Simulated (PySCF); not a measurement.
Mapped SMILES: `[O:1]=[CH:2][C:3]#[C:4][CH2:5][N:6]([SiH3:7])[SiH3:8]` (H(Xn): hydrogen on atom n).

PySCF 2.14 calculation with NMR shieldings at PBE0/pcSseg-1/GIAO and geometry from GFN2-xTB; gas phase, equivalent nuclei averaged, relativity neglected, single conformer.

**Question.** List the cross peaks expected in HSQC, COSY and HMBC spectra.

**Answer.** 

HSQC (one-bond C–H):
```
          δH          δC
9.62 (H(C2))  180.4 (C2)
4.02 (H(C5))   42.6 (C5)
```

HMBC (two and three bonds, from the bond graph):
```
                  δH                     δC
        9.62 (H(C2))  103.8 (C4), 90.8 (C3)
4.77 (H(Si7)/H(Si8))              42.6 (C5)
        4.02 (H(C5))  103.8 (C4), 90.8 (C3)
```

No COSY cross peaks are expected.

Chemical shifts δ = σref − σ; 1H (σref 31.72) and 13C (σref 186.93) against TMS, all at this level.

Short H···H contacts in this conformer between protons four or more bonds apart (candidates for NOE cross peaks, intensity ∝ r⁻⁶): H(C5)···H(Si7) 2.49 Å.

Shifts are as computed. Against solution values, carbons near 30 ppm lie about +3 ppm off and those near 130 ppm about +5 ppm. Of 1309 compounds with measured shifts, 239 miss one by over three times the rms of a fit or turn the order of signals round; such compounds aren't used in these exercises.
